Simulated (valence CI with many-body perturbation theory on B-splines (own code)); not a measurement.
# Forbidden lines of Bi L

Level of theory: valence CI with perturbative core correlation (CI+MBPT): six valence electrons over a frozen Dirac-Fock core [Ar] 3d10, radial functions for each j: 9 s, 9 p, 8 d, 6 f, 3 g, 1 h, with the one-electron correlation potential Σ1 (screened to all orders), the two-electron term Σ2, the three-electron term Σ3, Breit, model QED; selected single and double excitations, second order for the rest, scaled by the run's own slope (own B-spline code, finite nucleus).

The last digits are not significant, and no measured levels were compared; by estimate large intervals hold to a few tenths of a per cent, small ones and those within an open d or f shell to about a per cent. Among the levels kept, up to 630 cm⁻¹ of a level comes from second order outside the variational space, and about a tenth of that is noise between levels of different J, which matters for small intervals.

Lines 1 to 29 of 29 in falling wavelength, among levels below 433.51 eV, chosen from the decays that carry over 1 % of a level's rate. Wavelengths and rates use the calculated energies. Electric multipoles are in the length gauge with retardation, E1 and E2 with the static RPA response of the core. M1 uses the relativistic operator with retardation. S is in atomic units (e²a₀⁴ for E2 and M2, e²a₀⁶ for E3), for M1 in squared Bohr magnetons. Weak lines are less certain than strong ones. Lines between different terms over intervals too small for the method are left out, as are lines whose strength nearly cancels.

Levels are named by their leading jj configuration (3d3/2^4 stands for four electrons in 3d with j = 3/2), which in mixed levels can hold well under half, so a name can repeat and another be missing. Letters in brackets count levels of one name in rising energy.

```
λ vac (Å)                               Upper                               Lower  Type   A (s⁻¹)  S (a.u.)
     1180          (4s^2 4p1/2^2 4p3/2^2) J=0          (4s^2 4p1/2^2 4p3/2^2) J=2    E2  7.32e+00  1.50e-02
    364.7      (4s^2 4p1/2^2 4p3/2 4d5/2) J=4      (4s^2 4p1/2^2 4p3/2 4d3/2) J=3    M1  2.44e+05  3.95e+00
    338.4      (4s^2 4p1/2 4p3/2^2 4d5/2) J=5      (4s^2 4p1/2 4p3/2^2 4d3/2) J=4    M1  2.80e+05  4.42e+00
    314.2  (4s^2 4p1/2 4p3/2^2 4d5/2) J=4 [b]  (4s^2 4p1/2 4p3/2^2 4d3/2) J=3 [a]    M1  1.85e+05  1.91e+00
    102.2      (4s^2 4p1/2 4p3/2^2 4d3/2) J=4      (4s^2 4p1/2^2 4p3/2 4d5/2) J=3    M1  1.11e+05  3.94e-02
    83.12  (4s^2 4p1/2 4p3/2^2 4d5/2) J=4 [a]      (4s^2 4p1/2^2 4p3/2 4d5/2) J=3    M1  1.25e+07  2.40e+00
    79.48  (4s^2 4p1/2 4p3/2^2 4d5/2) J=4 [b]      (4s^2 4p1/2^2 4p3/2 4d5/2) J=3    M1  3.25e+06  5.44e-01
    79.48  (4s^2 4p1/2 4p3/2^2 4d5/2) J=4 [b]      (4s^2 4p1/2^2 4p3/2 4d5/2) J=3    E2  1.30e+05  3.30e-03
    78.52      (4s^2 4p1/2 4p3/2^2 4d5/2) J=5      (4s^2 4p1/2^2 4p3/2 4d5/2) J=3    E2  5.72e+05  1.68e-02
    76.53            (4s^2 4p1/2 4p3/2^3) J=1          (4s^2 4p1/2^2 4p3/2^2) J=0    M1  1.39e+07  6.94e-01
    74.85  (4s^2 4p1/2 4p3/2^2 4d5/2) J=4 [a]      (4s^2 4p1/2^2 4p3/2 4d5/2) J=4    M1  3.03e+07  4.24e+00
    74.85  (4s^2 4p1/2 4p3/2^2 4d5/2) J=4 [a]      (4s^2 4p1/2^2 4p3/2 4d5/2) J=4    E2  4.56e+05  8.61e-03
    74.15            (4s^2 4p1/2 4p3/2^3) J=2          (4s^2 4p1/2^2 4p3/2^2) J=0    E2  6.51e+05  6.51e-03
    73.42  (4s^2 4p1/2 4p3/2^2 4d5/2) J=4 [b]      (4s^2 4p1/2^2 4p3/2 4d5/2) J=2    E2  1.04e+06  1.79e-02
    72.19      (4s^2 4p1/2 4p3/2^2 4d3/2) J=4      (4s^2 4p1/2^2 4p3/2 4d3/2) J=3    M1  7.38e+06  9.26e-01
    72.19      (4s^2 4p1/2 4p3/2^2 4d3/2) J=4      (4s^2 4p1/2^2 4p3/2 4d3/2) J=3    E2  1.77e+06  2.79e-02
    71.88  (4s^2 4p1/2 4p3/2^2 4d5/2) J=4 [b]      (4s^2 4p1/2^2 4p3/2 4d5/2) J=4    M1  5.12e+06  6.34e-01
    71.88  (4s^2 4p1/2 4p3/2^2 4d5/2) J=4 [b]      (4s^2 4p1/2^2 4p3/2 4d5/2) J=4    E2  1.16e+06  1.79e-02
    71.87            (4s^2 4p1/2 4p3/2^3) J=1          (4s^2 4p1/2^2 4p3/2^2) J=2    M1  4.01e+07  1.66e+00
    71.87            (4s^2 4p1/2 4p3/2^3) J=1          (4s^2 4p1/2^2 4p3/2^2) J=2    E2  1.94e+06  9.96e-03
    71.10      (4s^2 4p1/2 4p3/2^2 4d5/2) J=5      (4s^2 4p1/2^2 4p3/2 4d5/2) J=4    M1  7.83e+06  1.15e+00
    71.10      (4s^2 4p1/2 4p3/2^2 4d5/2) J=5      (4s^2 4p1/2^2 4p3/2 4d5/2) J=4    E2  1.71e+06  3.04e-02
    70.25      (4s^2 4p1/2 4p3/2^2 4d3/2) J=4      (4s^2 4p1/2^2 4p3/2 4d3/2) J=2    E2  8.23e+05  1.13e-02
    70.19                  (4s^2 4p3/2^4) J=0            (4s^2 4p1/2 4p3/2^3) J=2    E2  8.85e+06  1.35e-02
    69.77            (4s^2 4p1/2 4p3/2^3) J=2          (4s^2 4p1/2^2 4p3/2^2) J=2    M1  2.47e+07  1.56e+00
    69.77            (4s^2 4p1/2 4p3/2^3) J=2          (4s^2 4p1/2^2 4p3/2^2) J=2    E2  2.96e+06  2.19e-02
    68.18                  (4s^2 4p3/2^4) J=0            (4s^2 4p1/2 4p3/2^3) J=1    M1  1.05e+08  1.23e+00
    66.11  (4s^2 4p1/2 4p3/2^2 4d5/2) J=3 [b]      (4s^2 4p1/2^2 4p3/2 4d5/2) J=4    M1  2.24e+07  1.68e+00
    55.18      (4s^2 4p1/2^2 4p3/2 4d5/2) J=4          (4s^2 4p1/2^2 4p3/2^2) J=2    M2  1.69e+04  6.94e-05
```
